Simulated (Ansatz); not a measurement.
`F[C@H]1C[Si@@H]1Cl` + H₂ → `Cl[SiH]1CC1` + H–F  (hydrogenolysis of a C–F bond)

Gas-phase electronic energies from Ansatz, PBE0-D4/def2-TZVP geometries. CCSD(T)/CBS is the MP2 limit (def2-TZVPP, def2-QZVPP) plus CCSD(T) − MP2 in def2-TZVPP, frozen cores. This one scheme is used for every species. DFT in def2-TZVPP. B3LYP here is the variant with VWN-RPA as its local correlation; programs differ in this.

`F[C@H]1C[Si@@H]1Cl`:

Cartesian coordinates in Å:
```
F 1.969 -0.245 -0.710
C 0.676 0.205 -0.654
C -0.395 -0.842 -0.302
Si -0.246 0.534 0.913
Cl -1.603 2.055 0.980
H 0.439 0.812 -1.526
H 0.023 -1.773 0.077
H -1.198 -0.999 -1.014
H 0.336 0.253 2.236
```

H₂:

Z-matrix (Å, degrees):
```
H
H 1 0.746
```

`Cl[SiH]1CC1`:

Cartesian coordinates in Å:
```
Cl -1.008 -1.270 2.184
Si -0.922 -0.152 0.475
C 0.372 -0.505 -0.768
C 0.601 0.784 0.087
H -2.261 0.334 0.101
H 1.073 -1.314 -0.590
H 0.169 -0.353 -1.823
H 1.439 0.746 0.776
H 0.537 1.730 -0.442
```

H–F:

Cartesian coordinates in Å:
```
F 0.059 0.082 0.449
H -0.059 -0.082 -0.449
```

```json
{"level": "PBE0-D4", "ΔE (kcal/mol)": "-28.6"}
{"level": "B3LYP-D4", "ΔE (kcal/mol)": "-26.9"}
{"level": "ωB97M-V", "ΔE (kcal/mol)": "-27.8"}
{"level": "PBE0", "ΔE (kcal/mol)": "-28.8"}
{"level": "B3LYP", "ΔE (kcal/mol)": "-27.2"}
{"level": "HF/def2-TZVPP", "ΔE (kcal/mol)": "-30.4"}
{"level": "SCS-MP2/def2-QZVPP", "ΔE (kcal/mol)": "-31.1"}
{"level": "HF/CBS(def2)", "ΔE (kcal/mol)": "-30.5"}
```

(1) What does CCSD(T)/CBS give? (Best estimate.)

Largest T1 diagnostic among the species: 0.011.

Answers

(1) Ansatz gave: -30.7 kcal/mol. The listed levels differ from it by 2.1, 3.8, 2.9, 1.9, 3.5, 0.3, -0.4, 0.2 kcal/mol.

From PBE to PBE0 (25 % exact exchange), in def2-TZVPP and without D4, ΔE moves by −2.5 kcal/mol.
